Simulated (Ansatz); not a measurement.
# Cost against result

Saddle point of GeH₃SBr, singlet (GeH₃SBr ([SH][GeH2][Br]) → GeH₂S ([S][GeH2]) + HBr; bonds formed: Br2–H4; bonds broken: Ge1–Br2, S3–H4), PBE0-D4/def2-TZVP structure:

Ge1  (-0.128, 0.558, 0.581)
Br2  (-0.632, -1.391, -1.436)
S3  (1.894, 0.285, 0.270)
H4  (0.751, -0.974, -1.022)
H5  (-0.954, 1.676, -0.078)
H6  (-0.931, -0.153, 1.685)
(Å)

Barriers are electronic and count from the start structure reached by relaxing down the imaginary mode.

Ansatz 0.2.0; basis: as named in each row; cores frozen in the correlated methods. Filled d shells of the heavier atoms are correlated. The def2 sets are not built for correlating such inner shells, so the correlated values are less sure here. B3LYP uses VWN-RPA correlation. Extrapolation: Hartree–Fock as exp(−7.88 √X), correlation as X^−2.97.

Times are rough, for one single point on 4 threads of a shared host (Arm Neoverse V1).

The estimate by CCSD(T) at an estimated basis limit (MP2 extrapolated from triple and quadruple zeta, plus CCSD(T) − MP2 in triple zeta) is 2.010 eV.

```
      method       basis  time (s)  barrier (eV)  method less estimate
          HF      STO-3G   under 1         4.558                 2.548
       SPW92    def2-SVP   under 1         1.705                -0.305
      PBE-D4    def2-SVP   under 1         1.747                -0.263
      PBE-D4      STO-3G         1         2.902                 0.891
       SPW92  def2-TZVPP         1         1.746                -0.264
     PBE0-D4    def2-SVP         2         1.952                -0.058
    B3LYP-D4       6-31G         2         1.889                -0.121
     BLYP-D4  def2-TZVPP         2         1.793                -0.217
      PBE-D4  def2-TZVPP         2         1.793                -0.218
    BHLYP-D4  def2-TZVPP         3         2.187                 0.177
     PBE0-D4  def2-TZVPP         3         1.995                -0.015
    B3LYP-D4  def2-TZVPP         3         1.965                -0.045
CAM-B3LYP-D4  def2-TZVPP         4         2.096                 0.086
  RPA on PBE  def2-TZVPP         4         2.050                 0.040
   r2SCAN-D4  def2-TZVPP         4         1.962                -0.048
  r2SCAN0-D4  def2-TZVPP         6         2.087                 0.077
     wB97M-V    def2-SVP         6         2.033                 0.023
     CCSD(T)    def2-SVP         6         2.089                 0.079
      B2PLYP  def2-TZVPP         6         2.025                 0.015
    PBE-QIDH  def2-TZVPP         6         2.119                 0.109
      B97M-V  def2-TZVPP         8         1.981                -0.030
     wB97X-V  def2-TZVPP         8         2.163                 0.153
     wB97M-V  def2-TZVPP         9         2.074                 0.064
         MP2  def2-QZVPP        17         2.009                -0.001
     CCSD(T)  def2-TZVPP        65         2.085                 0.075
```

All methods are single points on the PBE0-D4 structures.

The T1 diagnostic stays at or below 0.014.

Labels in which every atom is bracketed show which atoms are joined, not bond orders.
